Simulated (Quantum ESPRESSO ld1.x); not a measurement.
Problem. Species: Se. Configuration: [Ar] 3d10 4s2 4p4. All-electron calculation, scalar-relativistic Kohn-Sham, LDA (Slater exchange, Perdew-Zunger correlation), spin-polarised, spherical densities, point nucleus; open shells are filled with parallel spins first. Program: ld1.x of Quantum ESPRESSO 7.5. Some entries of the table are withheld. Estimate them.

| orbital | occ. | eigenvalue (Ry) | <1/r> (bohr^-1) |
|---|---|---|---|
| 1s up | 1 | -917.528 | 34.51 |
| 1s down | 1 | -917.521 | 34.51 |
| 2s up | 1 | -117.938 | 7.620 |
| 2s down | 1 | -117.933 | 7.619 |
| 2p up | 3 | -103.843 | 7.470 |
| 2p down | 3 | -103.836 | 7.470 |
| 3s up | 1 | -15.6272 | 2.485 |
| 3s down | 1 | -15.6171 | 2.486 |
| 3p up | 3 | -11.2208 | 2.335 |
| 3p down | 3 | -11.2092 | 2.336 |
| 3d up | 5 | -3.92339 | (1) |
| 3d down | 5 | -3.90733 | (2) |
| 4s up | 1 | -1.32318 | (3) |
| 4s down | 1 | -1.22852 | (4) |
| 4p up | 3 | (5) | 0.5804 |
| 4p down | 1 | (6) | 0.5694 |

Solution. 
(1) 3d up <1/r> (bohr^-1): 2.030
(2) 3d down <1/r> (bohr^-1): 2.033
(3) 4s up <1/r> (bohr^-1): 0.7421
(4) 4s down <1/r> (bohr^-1): 0.7427
(5) 4p up eigenvalue (Ry): -0.52533
(6) 4p down eigenvalue (Ry): -0.43740
